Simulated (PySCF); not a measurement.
What does the PBE0-D3(BJ)/def2-SVP structure of `[H]/N=C\C1=C2CCC2=CC=C1` look like in three dimensions?

```
atom  x, y, z in Å
N1    -1.4884   -2.6854   -1.0633
C2    -1.9264   -1.5239   -0.7882
C3    -1.1690   -0.3694   -0.2754
C4    -1.8146    0.8571   -0.0290
C5    -1.1349    1.9784    0.4560
C6     0.2401    1.9434    0.7262
C7     0.8761    0.7336    0.4836
C8     0.1996   -0.3819    0.0012
C9     1.4458   -1.2422   -0.0064
C10    2.2078    0.0157    0.5358
H11   -0.4812   -2.7405   -0.8773
H12   -3.0033   -1.3389   -0.9474
H13   -2.8881    0.9308   -0.2258
H14   -1.6940    2.9017    0.6263
H15    0.7616    2.8257    1.1045
H16    1.7767   -1.5917   -0.9977
H17    1.4310   -2.1044    0.6797
H18    2.9852    0.4094   -0.1373
H19    2.6428   -0.1049    1.5401
```

Any rigid rotation of these coordinates is as good. Atoms count from 1 in this order. The 10 C–C bonds span 1.388 Å (C6–C7, aromatic) to 1.568 Å (C9–C10, drawn single), a spread of 0.180 Å. Of the pairs four or more bonds apart, C9···H11 is among the closest relative to their van der Waals radii: 2.59 Å, 89 % of the sum of Bondi's values. The 6-membered ring C3–C4–C5–C6–C7–C8 has internal angles of 115.0° to 122.6°; it is planar, 0.00 Å rms from its mean plane, widest ring torsion 0°. The 4-membered ring C7–C8–C9–C10 has internal angles of 86.6° to 93.4° (sum 360°, against 360° for a flat polygon); it is planar, 0.00 Å rms from its mean plane, widest ring torsion 0°.

Bonds between heavy atoms (Å): N1=C2 1.271, C2–C3 1.473, C3–C4 1.408, C4–C5 1.398, C5–C6 1.402, C6–C7 1.388, C7–C8 1.391, C8–C9 1.514, C9–C10 1.568, C3–C8 1.396, C7–C10 1.514.

The calculation used PBE0-D3(BJ)/def2-SVP geometry optimisation, gas phase (PySCF).

Point group: Cs (tolerance 0.08 Å). No frequency check. One conformer, not necessarily the lowest (N1–C2–C3–C4 180°).
